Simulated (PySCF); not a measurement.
Excitations are Tamm–Dancoff values on a coarser integration grid. The basis has no diffuse functions, so Rydberg states are missing or too high.

Cartesian coordinates (Å):
```xyz
6

S     -1.3867    -0.8466     0.0241
B     -0.2720     0.5594     0.0408
S      1.5202     0.5720    -0.0443
Br    -1.1132     2.2894     0.1671
H     -0.4595    -1.8168    -0.0683
H      1.7113    -0.7575    -0.1194
```
Charge 0, multiplicity 1.

Problem. Predict the LUMO, S1–T1 gap (TDA), S1 excitation (TDA), HOMO–LUMO gap and dipole moment from PySCF with PBE-D3(BJ)/def2-TZVP // r2SCAN-D4/def2-TZVP.

Solution. 
| Property | Value |
|---|---|
| LUMO | -2.01 eV |
| S1–T1 gap (TDA) | 0.88 eV |
| S1 excitation (TDA) | 5.22 eV |
| HOMO–LUMO gap | 4.67 eV |
| dipole moment | 2.25 D |
